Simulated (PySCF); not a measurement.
C5H10N2.
Atom-mapped SMILES: `[CH3:1][C:2]1=[N:3][NH:4][CH2:5][C@H:6]1[CH3:7]` (hydrogens: H8, H9, H10 on C1; H11 on N4; H12, H13 on C5; H14 on C6; H15, H16, H17 on C7)

The same species was optimised twice, with GFN2-xTB and with PBE0-D3(BJ)/def2-SVP (PySCF), and the same property calculations (PySCF, gas phase) were run on both structures.

```
  coordinate  GFN2-xTB  PBE0-D3(BJ)/def2-SVP  change
   N3–N4 (Å)     1.361                 1.374  +0.013
   N4–C5 (Å)     1.469                 1.457  -0.012
   C2=N3 (Å)     1.272                 1.282  +0.010
   C5–C6 (Å)     1.540                 1.530  -0.010
   C6–C7 (Å)     1.525                 1.518  -0.007
   C2–C6 (Å)     1.523                 1.518  -0.005
   C1–C2 (Å)     1.483                 1.486  +0.003
C2–C6–C7 (°)     113.5                 116.4    +2.9
N4–C5–C6 (°)     103.4                 101.5    -1.9
C2–N3–N4 (°)     110.9                 109.3    -1.6
C5–C6–C7 (°)     113.8                 115.4    +1.6
N3–N4–C5 (°)     110.5                 109.0    -1.5
C1–C2–C6 (°)     123.5                 124.7    +1.2
C2–C6–C5 (°)     100.2                  99.1    -1.1
N3–C2–C6 (°)     113.1                 112.3    -0.8
```

Rotational constants: A = 3446, B = 3033, C = 1761 MHz (GFN2-xTB) against A = 3439, B = 3050, C = 1730 MHz (PBE0-D3(BJ)/def2-SVP). Point groups within 0.08 Å: C1 and C1.

On the GFN2-xTB structure: isotropic polarisability (au) 73.3 [CAM-B3LYP/def2-SVPD]; HOMO (eV) -7.15 [CAM-B3LYP/def2-SVPD]; LUMO (eV) 1.27 [CAM-B3LYP/def2-SVPD]; dipole (D) 2.43 [CAM-B3LYP/def2-SVPD]; HOMO (eV) -5.76 [PBE0/pcSseg-1]; LUMO (eV) 0.67 [PBE0/pcSseg-1]; dipole (D) 2.37 [PBE0/pcSseg-1]; GIAO shielding of C1 (ppm) 171.3 [PBE0/pcSseg-1]; GIAO shielding of C2 (ppm) 37.4 [PBE0/pcSseg-1]; GIAO shielding of N3 (ppm) -107.5 [PBE0/pcSseg-1]; GIAO shielding of N4 (ppm) 127.4 [PBE0/pcSseg-1]; GIAO shielding of C5 (ppm) 129.7 [PBE0/pcSseg-1]; GIAO shielding of C6 (ppm) 141.1 [PBE0/pcSseg-1]; GIAO shielding of C7 (ppm) 165.7 [PBE0/pcSseg-1].

Question: What do these properties become on the PBE0-D3(BJ)/def2-SVP structure?

Answer: 
```
                                    property                level  on GFN2-xTB  on PBE0-D3(BJ)/def2-SVP  change
               isotropic polarisability (au)  CAM-B3LYP/def2-SVPD         73.3                     74.4    +1.1
                                   HOMO (eV)  CAM-B3LYP/def2-SVPD        -7.15                    -7.31   -0.16
                                   LUMO (eV)  CAM-B3LYP/def2-SVPD         1.27                     1.23   -0.04
                                  dipole (D)  CAM-B3LYP/def2-SVPD         2.43                     2.36   -0.07
energy, GFN2-xTB geometry as zero (kcal/mol)  CAM-B3LYP/def2-SVPD          0.0                     -1.5    -1.5
                                   HOMO (eV)        PBE0/pcSseg-1        -5.76                    -5.92   -0.16
                                   LUMO (eV)        PBE0/pcSseg-1         0.67                     0.51   -0.16
                                  dipole (D)        PBE0/pcSseg-1         2.37                     2.30   -0.07
energy, GFN2-xTB geometry as zero (kcal/mol)        PBE0/pcSseg-1          0.0                     -1.7    -1.7
                  GIAO shielding of C1 (ppm)        PBE0/pcSseg-1        171.3                    169.0    -2.3
                  GIAO shielding of C2 (ppm)        PBE0/pcSseg-1         37.4                     32.4    -5.0
                  GIAO shielding of N3 (ppm)        PBE0/pcSseg-1       -107.5                   -116.5    -9.0
                  GIAO shielding of N4 (ppm)        PBE0/pcSseg-1        127.4                    122.8    -4.6
                  GIAO shielding of C5 (ppm)        PBE0/pcSseg-1        129.7                    126.1    -3.6
                  GIAO shielding of C6 (ppm)        PBE0/pcSseg-1        141.1                    141.1     0.0
                  GIAO shielding of C7 (ppm)        PBE0/pcSseg-1        165.7                    167.6    +1.9
```

The heavy atoms differ by 0.124 Å rms after alignment. Among bonds between heavy atoms N3–N4 and N4–C5 change most and about equally (-0.012 to +0.013 Å). Changes are differences of the printed values. Neither structure is proved a minimum here.
